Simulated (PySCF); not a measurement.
A calculated (UHF, PySCF 2.14, x2c-TZVPPall, scalar relativity by spin-free X2C-1e) atom or ion has these occupied shells.

```csv
shell,electrons,orbital energy (eV),"rms radius, mean of both spins (bohr)"
1s α,1,-61647.3,0.0223
1s β,1,-61647.2,0.0223
2s α,1,-10580.8,0.0901
2s β,1,-10580.8,0.0901
2p α,3,-9343.6,0.0815
2p β,3,-9343.6,0.0815
3s α,1,-2445.8,0.231
3s β,1,-2445.8,0.231
3p α,3,-2064.3,0.232
3p β,3,-2064.3,0.232
3d α,5,-1587.3,0.212
3d β,5,-1587.3,0.212
4s α,1,-514.01,0.519
4s β,1,-513.95,0.519
4p α,3,-385.97,0.553
4p β,3,-385.95,0.553
4d α,5,-212.07,0.606
4d β,5,-212.06,0.606
5s α,1,-72.756,1.31
5s β,1,-72.518,1.31
5p α,3,-40.519,1.57
5p β,3,-40.392,1.57
4f α,7,-20.093,0.863
4f β,7,-20.085,0.863
6s α,1,-11.292,4.01
```

Question: Name the element and its charge.

Answer: Yb⁺ (ytterbium, charge +1), in [Xe] 4f14 6s1, 2S determinant.
